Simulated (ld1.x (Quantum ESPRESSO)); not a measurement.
# What one change does to a pseudopotential (Cr (Z = 24), TM semilocal)

```
Element                 : chromium (Cr)
Generator               : ld1.x (Quantum ESPRESSO) 7.5
Type                    : norm-conserving Troullier–Martins (semilocal form)
Functional              : PBE
Relativity              : scalar-relativistic
Frozen core             : [Ar]
Valence charge          : 6
Reference configuration : 3d5 4s1 4p0
Partial waves           : 4p (bound, empty): rc 3.85 bohr; 3d (bound): rc 1.05 bohr; 4s (bound): rc 2.00 bohr
Local potential         : the s channel
Core correction         : none
```

Change: core correction a·sin(br)/r model core inside 0.48 bohr.

Cutoffs: the cutoffs (Ry, on a coarse ladder) from which the occupation-weighted sum of valence levels, in a spherical-Bessel basis at the reference potential, stays within 10 and 1 mRy of its value at 400 Ry; they do not see the model core or the augmentation charge, which bear on the density cutoff. Errors are all-electron minus pseudo energies relative to the spin-unpolarised reference configuration.

Question: What does the change do?

Answer: The potential gets neither clearly harder nor softer (160 Ry and 180 Ry → 160 Ry and 180 Ry); of the 7 tests that both files solve, the error grows in 4 and shrinks in 2 by more than 15 % and 0.3 meV (median size 31.9 → 71.6 meV); neither file shows a bound ghost. A semilocal file is local in each channel, so a ghost entry of none says nothing of the separable form that plane-wave codes build from it. A model core, the more so a compact one, raises the density cutoff, which this test does not measure.

| quantity | base | changed |
| --- | --- | --- |
| cutoff, loose | 160 Ry | 160 Ry |
| cutoff, tight | 180 Ry | 180 Ry |
| bound ghosts | none | none |
| error for 3d5 4s0 4p0, meV [ΔE 6.90 eV] | +18 | -19 |
| error for 3d4 4s0 4p0, meV [ΔE 22.95 eV] | +108 | -79 |
| error for 3d3 4s0 4p0, meV [ΔE 53.70 eV] | -109 | -806 |
| error for 3d4 4s2 4p0, meV [ΔE -0.10 eV] | -69 | -114 |
| error for 3d5 4s0 4p1, meV [ΔE 3.12 eV] | +8.1 | -2.3 |
| error for 3d4 4s1 4p0, meV [ΔE 7.99 eV] | -32 | -72 |
| error for 3d6 4s0 4p0, meV [ΔE 1.73 eV] | -27 | -43 |
| s: phases at 4.22 bohr within 0.05 rad from the reference energy up to (Ry; the scan ends near 5) | 0.8 | 0.8 |
| p: phases at 4.22 bohr within 0.05 rad from the reference energy up to (Ry; the scan ends near 5) | 1.1 | 1.1 |
| d: phases at 4.22 bohr within 0.05 rad from the reference energy up to (Ry; the scan ends near 5) | 2.6 | 2.6 |
